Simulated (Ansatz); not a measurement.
Consider the formal exchange of groups at the Sn–O bond: `OC[O][SnH3]` + `C[Se]CN` → `C[Se][SnH3]` + `NCOCO`.

Isolated molecules relaxed with PBE0-D4/def2-TZVP in Ansatz; ΔE leaves out vibrations. CBS: MP2 limit from def2 TZ/QZ plus the TZ coupled-cluster correction, frozen cores. Functionals use def2-TZVPP. def2 core potentials past Kr. For Se, Sn outer-core shells are correlated without core-valence functions, which leaves a few kJ/mol of doubt a bond. Scalar relativity is left out up to krypton. Each species was taken in one conformer, which may not be the lowest.

`OC[O][SnH3]`:

```xyz
10

O     0.516   -1.207   -2.041
C     0.436   -0.193   -1.095
O    -0.132   -0.685    0.079
Sn   -0.391    0.504    1.630
H    -0.369   -1.567   -2.152
H     1.470    0.145   -0.941
H    -0.160    0.655   -1.481
H    -1.410    1.780    1.128
H    -1.106   -0.515    2.782
H     1.147    1.084    2.091
```

`C[Se]CN`:

Cartesian coordinates in Å:
```
C 1.022 1.257 0.633
Se 0.972 0.415 -1.116
C -0.183 -1.115 -0.604
N -1.527 -0.835 -0.212
H 0.024 1.565 0.943
H 1.649 2.143 0.544
H 1.460 0.582 1.368
H -0.171 -1.751 -1.490
H 0.334 -1.644 0.197
H -1.566 -0.317 0.655
H -2.016 -0.301 -0.918
```

`C[Se][SnH3]`:

Z-matrix (Å, degrees):
```
C
Se 1 1.960
H 1 1.088 2 110.7
H 1 1.088 2 110.7 3 -123.0
H 1 1.089 2 106.1 3 118.5
Sn 2 2.522 1 96.9 3 61.1
H 6 1.709 2 109.1 1 -58.1
H 6 1.702 2 107.0 1 -178.5
H 6 1.709 2 109.4 1 61.1
```

`NCOCO`:

Z-matrix (Å, degrees):
```
C
O 1 1.403
N 1 1.441 2 111.7
H 1 1.095 2 104.4 3 123.7
H 1 1.099 2 110.8 3 -120.4
C 2 1.409 1 113.5 3 70.5
H 3 1.010 1 112.1 2 84.0
H 3 1.010 1 112.3 2 -152.9
O 6 1.383 2 109.3 1 -162.7
H 6 1.097 2 110.0 1 80.8
H 6 1.098 2 108.9 1 -39.8
H 9 0.962 6 107.8 2 63.2
```

CCSD(T)/CBS gives -6.9 kcal/mol.

**Question.** Another level gave -6.8 kcal/mol. Which?
A. HF/def2-TZVPP
B. ωB97M-V/def2-TZVPP
C. SCS-MP2/def2-TZVPP
D. r2SCAN/def2-TZVPP

**Answer.** D. r2SCAN -6.8, HF/def2-TZVPP -11.2, ωB97M-V -8.1, SCS-MP2/def2-TZVPP -5.7 kcal/mol.

Largest T1 diagnostic among the species: 0.013.

In def2-TZVPP, CCSD(T) changes the Hartree–Fock value by +4.6 kcal/mol (the triples alone add +0.8 kcal/mol) and MP2 by +5.5 kcal/mol. From PBE to PBE0 (25 % exact exchange), in def2-TZVPP and without D4, ΔE moves by −2.1 kcal/mol.
